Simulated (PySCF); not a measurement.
Species: [Rh(H2O)6]3+ (charge +3 and singlet state).
Geometry (PBE0-D3(BJ)/def2-SVP, Å), atoms numbered from 1 in this order:
```xyz
19
H12O6Rh angstrom
Rh    -0.005    0.001    0.005
O     -0.111    0.322    2.009
H     -0.095    1.221    2.393
H      0.100   -0.330    2.704
O     -0.012   -0.335   -1.997
H      0.124   -1.223   -2.382
H      0.007    0.336   -2.705
O      2.032    0.028    0.035
H      2.564    0.384    0.774
H      2.580    0.037   -0.774
O     -2.035   -0.016   -0.026
H     -2.571   -0.061    0.790
H     -2.559   -0.363   -0.775
O     -0.162    2.019   -0.192
H     -1.023    2.435   -0.394
H      0.554    2.619   -0.477
O      0.144   -2.019    0.205
H     -0.589   -2.611    0.464
H      0.992   -2.451    0.427
```

Computed, not measured: PBE0-D3(BJ)/def2-SVP geometry optimisation, gas phase, def2 core potentials past Kr (PySCF 2.14.0).

(1) Which atoms are bound to Rh1, and at what distances?

(2) List the angles at Rh1.

(3) What is the shape at Rh1?

(4) What are the other bond lengths?

(5) What are the rotational constants (commonest isotopes, rigid rotor)?

Results:

(1) 6 atoms: O11 2.030 Å, O5 2.031 Å, O2 2.032 Å, O14 2.034 Å, O17 2.035 Å, O8 2.038 Å. The nearest atom not counted as bound is H15, at 2.67 Å.

(2) 
```
      angle  degrees  distance of the outer atoms (Å)
O14–Rh1–O17    179.8                             4.07
 O8–Rh1–O11    179.7                             4.07
  O2–Rh1–O5    176.8                             4.06
 O5–Rh1–O14     93.9                             2.97
O11–Rh1–O17     93.8                             2.97
 O8–Rh1–O14     93.7                             2.97
 O2–Rh1–O17     93.7                             2.97
  O2–Rh1–O8     92.0                             2.93
  O5–Rh1–O8     91.1                             2.91
 O5–Rh1–O11     88.9                             2.84
 O2–Rh1–O11     88.0                             2.82
 O8–Rh1–O17     86.5                             2.79
 O2–Rh1–O14     86.3                             2.78
 O5–Rh1–O17     86.1                             2.78
O11–Rh1–O14     86.0                             2.77
```

(3) Octahedral: the three widest angles are 179.8°, 179.7° and 176.8°, the others run from 86.0° to 93.9°.

(4) O2–H3 and 11 like bonds 0.977 Å.

(5) A = 1629, B = 1558, C = 1508 MHz: an asymmetric top.

Charge +3, singlet. No counter-ion or solvent screens the charge of this multiply charged ion. No frequency check.

The run took 10 min on Intel Xeon Platinum 8175M at 2.50 GHz, one thread, no GPU (shared host), and the process peaked at 0.76 GiB of memory. These figures are those of the optimisation.
